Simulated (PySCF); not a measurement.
SMILES C#CC=C=C(F)C#C, C7H3F

Molfile (atoms numbered from 1):
```
C7H3F
     RDKit          3D

 11 10  0  0  0  0  0  0  0  0999 V2000
    2.8163    1.3190   -1.1333 C   0  0  0  0  0  0  0  0  0  0  0  0
    2.1483    0.6065   -0.4142 C   0  0  0  0  0  0  0  0  0  0  0  0
    1.3957   -0.2323    0.4563 C   0  0  0  0  0  0  0  0  0  0  0  0
    0.1714   -0.6531    0.2169 C   0  0  0  0  0  0  0  0  0  0  0  0
   -1.0658   -1.0511    0.0120 C   0  0  0  0  0  0  0  0  0  0  0  0
   -1.3279   -2.1976   -0.6296 F   0  0  0  0  0  0  0  0  0  0  0  0
   -2.2082   -0.3193    0.4438 C   0  0  0  0  0  0  0  0  0  0  0  0
   -3.1786    0.3062    0.8143 C   0  0  0  0  0  0  0  0  0  0  0  0
    3.4009    1.9472   -1.7803 H   0  0  0  0  0  0  0  0  0  0  0  0
    1.8884   -0.5425    1.3904 H   0  0  0  0  0  0  0  0  0  0  0  0
   -4.0374    0.8644    1.1400 H   0  0  0  0  0  0  0  0  0  0  0  0
  1  2  3  0
  2  3  1  0
  3  4  2  0
  4  5  2  0
  5  6  1  0
  5  7  1  0
  7  8  3  0
  1  9  1  0
  3 10  1  0
  8 11  1  0
M  END
```

Theory: quadratic response CAM-B3LYP/def2-TZVPD first hyperpolarisability, Taylor convention, gas phase (PySCF 2.14.0). Geometry: PBE0-D3(BJ)/def2-SVP.

Question: Give the tensor of the second harmonic β(−2ω;ω,ω) at 1064 nm in the axes of these coordinates.

Answer: In au, Taylor convention; rows are the first index (the induced dipole):
|  | xx | yy | zz | xy | xz | yz |
| --- | --- | --- | --- | --- | --- | --- |
| x | +105.2 | +2.1 | +1.7 | +37.7 | -59.4 | -40.0 |
| y | +46.7 | -55.5 | -11.9 | +4.5 | -39.9 | -20.8 |
| z | -53.9 | -20.1 | -15.5 | -39.1 | +2.8 | -10.8 |

Norm of βᵢ = ⅓ Σⱼ (βᵢⱼⱼ + βⱼᵢⱼ + βⱼⱼᵢ): 147.7 au, hyper-Rayleigh value 74.0 au.
